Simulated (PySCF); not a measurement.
## Working out the excitation energy of Mg

Mg [Ne] 3s2 (1S) → Mg [Ne] 3p2 (3P). Computed with PySCF 2.14 in aug-cc-pVDZ-DK (5s4p2d, 27 functions), with scalar relativity by spin-free X2C-1e. Frozen: [Ne]. Energies in hartree (1 hartree = 27.21139 eV):

| part | Mg (lower) | Mg (upper) |
| --- | --- | --- |
| UHF | -199.914227 | -199.682077 |
| CCSD correlation | -0.032898 | -0.008186 |
| (T) | 0.000000 | 0.000000 |

Question: What does Hartree-Fock give?

Answer: (-199.682077) − (-199.914227) = 0.232150 hartree = 6.317 eV.

Question: What do CCSD and CCSD(T) give?

Answer: The CCSD correlation energies differ by 0.024712 hartree = 0.672 eV and the triples by 0.000000 hartree = 0.000 eV, so CCSD gives 6.989 eV and CCSD(T) 6.989 eV.

Measured between the centres of the two terms (NIST): 7.173 eV, so CCSD(T) (valence) is off by -0.184 eV.

A double-zeta basis recovers only part of the correlation energy.

What remains against the reference includes basis incompleteness, the frozen core and higher excitations.
